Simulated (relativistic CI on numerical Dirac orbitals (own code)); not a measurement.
## Ir⁴⁺: 4f photoemission

Computed with this model: Dirac-Coulomb-Breit CI, KLI orbitals optimised for each configuration, model QED (radiative potential, 1s self-energy scaled to tabulated hydrogen-like ionisation energies), valence Slater integrals scaled by 0.8, multiplet model of photoemission in the sudden approximation; configurations [Xe] 4f14 5d5 → [Xe] 4f13 5d5; 300 K; Lorentzian 0.17 eV and Gaussian 0.5 eV FWHM. Energies are those of the free ion, without screening or charge transfer. The energies are binding energies and can lie tens of eV above those of solids. S is read from ⟨S²⟩ = S(S + 1).

Field parameters in Wybourne normalisation: Td as Oh with Dq negative (B⁴₀ = 21Dq, B⁴₄ = √(5/14) B⁴₀). The field is a parameter set, without covalency.

Computed curve for free ion, scaled to 100 at the maximum (points under 2 are left out and the grid is thinned):

```
Energy (eV)  Intensity
      118.0        2.3
      118.2        3.7
      118.4        7.8
      118.6       20.8
      118.7       33.1
      118.9       65.9
      119.1       92.6
      119.3      100.0
      119.5       86.7
      119.7       58.8
      119.9       33.2
      120.1       20.0
      120.2       16.0
      120.4        9.3
      120.6        5.1
      120.8        4.2
      121.0        5.0
      121.2        6.6
      121.4        8.7
      121.6       14.3
      121.7       19.9
      121.9       36.7
      122.1       53.3
      122.3       55.6
      122.5       45.8
      122.7       35.0
      122.9       29.6
      123.1       28.5
      123.2       26.3
      123.4       17.9
      123.6       12.3
      123.8       11.7
      124.0       11.4
      124.2       10.0
      124.4        8.2
      124.6        6.3
      124.7        5.3
      124.9        3.8
      125.1        2.7
      125.3        2.1
```

The ground state has S = 2.36, and the centroid lies at 120.84 eV.
